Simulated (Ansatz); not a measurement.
`[SiH3][SiH2]BCl` + H₂S → `S[SiH2]BCl` + SiH₄ at 500 K and 1 bar (cleavage of the Si–Si bond).

Program: Ansatz. Geometries: PBE0-D4/def2-TZVP. ΔE: electronic, gas phase. CBS: MP2 limit from def2 TZ/QZ plus the TZ coupled-cluster correction, frozen cores. This one scheme is used for every species. One conformer a species, not always the lowest.

```
          species  CCSD(T)/CBS energy (Eh)  H − E (kJ/mol)  S (J/(mol·K))
`[SiH3][SiH2]BCl`              -1066.34562           194.7          436.7
              H₂S               -398.97279            57.0          224.0
     `S[SiH2]BCl`              -1173.87376           149.0          407.6
             SiH₄               -291.46306           102.4          230.9
```

H − E and S are ideal-gas, rigid-rotor, harmonic terms from PBE0-D4/def2-TZVP, for one conformer and one mirror image of each species. 1 Eh = 2625.50 kJ/mol, R = 8.31446 J/(mol·K).

Question: By hand: ΔE, ΔH, ΔS and ΔG.

Answer: ΔE = (-1173.87376) + (-291.46306) − (-1066.34562) − (-398.97279) = -0.01841 Eh = -48.3 kJ/mol. Δ(H − E) = 149.0 + 102.4 − 194.7 − 57.0 = -0.3, so ΔH = -48.6 kJ/mol. ΔS = 407.6 + 230.9 − 436.7 − 224.0 = -22.2 J/(mol·K). ΔG = -48.6 − 500 × (-22.2)/1000 = -37.5 kJ/mol.

Question: By hand: the equilibrium constant, and the temperature at which ΔG would vanish if ΔH and ΔS stayed fixed.

Answer: log₁₀ K = −ΔG/(RT ln 10) = 3.9. ΔG = 0 at ΔH/ΔS = 2189 K.

ΔH outweighs TΔS. A doubt of 5 kJ/mol in ΔE shifts log₁₀ K by 0.5 here. Other conformers and mirror images would add mixing entropy, several J/(mol·K) or more a flexible species. Modes under 60 cm⁻¹, often nearly free rotors, make the harmonic entropy too high. These are equilibria of isolated gas molecules and say nothing of rates. Largest T1 diagnostic: 0.014 (customary marks: 0.02 for closed shells, 0.045 for open ones).
